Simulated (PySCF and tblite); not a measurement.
C₈H₁₃ClO, numbered as in [CH3:1][O:2][C@@H:3]1[CH2:4][C@@H:5]2[CH2:6][CH2:7][C@H:8]1[C@@H:9]2[Cl:10]. The ensemble was built from 60 distance-geometry starts (ETKDG and KDG, MMFF94s, GFN2-xTB) and rests on GFN2-xTB geometries. Energies: PBE0-D3(BJ)/6-31G*, with GFN2-xTB thermal terms (modes under about 100 cm⁻¹ blended into free rotors). Symmetry numbers and mirror images are counted. Conformers within 2.5 kcal/mol (GFN2-xTB free energy) were kept, 6 at most. GIAO shieldings: PBE0/6-31G*. Shifts are against TMS (¹H), TMS (¹³C) at the same level. Programs: PySCF with density fitting and tblite.

Torsions listed: C1–O2–C3–C4. The 5-ring runs over atoms 3–4–5–9–8. The 5-ring runs over atoms 5–6–7–8–9.

Two conformers hold nearly all the population. I: 5-ring envelope (ring torsions -34, 54, -55, 36, -1°); 5-ring envelope (ring torsions -2, -34, 56, -57, 37°); -169°; δ(C8) = 44.09 ppm. II: 5-ring envelope (ring torsions -34, 54, -55, 35, -1°); 5-ring envelope (ring torsions -2, -34, 56, -57, 37°); -79°; δ(C8) = 47.85 ppm. The average over the ensemble at 298.15 K is 45.48 ppm.

Task: What populations and free-energy difference follow from a two-state model?

Result: p(I) = (45.48 − 47.85)/(44.09 − 47.85) = 0.63, so K = p(II)/p(I) = 0.59 and G(II) − G(I) = −RT ln K = 0.32 kcal/mol. The weights computed directly are 63.0 % and 37.0 %.
